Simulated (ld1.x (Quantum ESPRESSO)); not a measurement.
# Nb (Z = 41), TM: configuration errors across variants

| Item | Value |
| --- | --- |
| Element | niobium |
| Generator | ld1.x (Quantum ESPRESSO) 7.5 |
| Type | norm-conserving Troullier–Martins (Kleinman–Bylander form) |
| Functional | LDA (PZ) |
| Relativity | fully relativistic |
| Frozen core | [Ar] 3d10 4s2 |
| Valence charge | 11 |
| Reference configuration | 4p6 4d4 5s1 5p0 |
| Partial waves | 5s (bound): rc 2.85 bohr; 4p (bound): rc 1.60 bohr; 4d (bound): rc 1.50 bohr |
| Local potential | the d channel |
| Core correction | a·sin(br)/r model core inside 1.15 bohr |

Open shells are filled in proportion to 2j + 1 (rel_dist='average').

All-electron excitation energies from the reference (eV): (1) 4p6 4d4 5s0 5p0 6.917; (2) 4p6 4d3 5s0 5p0 21.192; (3) 4p6 4d2 5s0 5p0 46.123; (4) 4p6 4d4.5 5s0.5 5p0 0.584; (5) 4p6 4d4 5s0 5p1 3.046; (6) 4p6 4d4 5s0.5 5p0 2.765; (7) 4p6 4d5 5s0 5p0 1.323.

A true bound ghost makes a file unfit for plane-wave use even where its test errors are small: the radial tests pick states by their node count and pass the ghost by.

Errors AE − PS in meV (a dash: test not solved or not reliable):

| change | (1) | (2) | (3) | (4) | (5) | (6) | (7) | bound ghosts |
| --- | --- | --- | --- | --- | --- | --- | --- | --- |
| base | -9.8 | +8.8 | +20 | -5.0 | -3.4 | -2.0 | -17 | s |
| wave 4p (bound): rc 1.60 bohr becomes 4p (bound): rc 1.12 bohr | -9.9 | +8.8 | +19 | -5.1 | -8.3 | -2.0 | -17 | s |
| wave 4p (bound): rc 1.60 bohr becomes 4p (bound): rc 1.24 bohr | -9.9 | +8.8 | +19 | -5.1 | -8.6 | -2.0 | -17 | s |
| wave 4p (bound): rc 1.60 bohr becomes 4p (bound): rc 1.70 bohr | -9.8 | +8.7 | +21 | -5.0 | +0.4 | -2.0 | -17 | s |
| wave 4p (bound): rc 1.60 bohr becomes 4p (bound): rc 1.92 bohr | -9.7 | +8.9 | +22 | -4.9 | +8.2 | -2.0 | -17 | s |
| wave 4p (bound): rc 1.60 bohr becomes 4p (bound): rc 2.12 bohr | -9.6 | +8.9 | +24 | -4.9 | +13 | -2.0 | -17 | s |
| wave 4p (bound): rc 1.60 bohr becomes 4p (bound): rc 2.36 bohr | -9.6 | +8.9 | +24 | -4.9 | +13 | -2.0 | -17 | s |

**Question.** Give the same row for: wave 4p (bound): rc 1.60 bohr becomes 4p (bound): rc 1.50 bohr.

**Answer.** -9.8, +8.8, +20, -5.0, -5.3, -2.0, -17; bound ghosts: s.
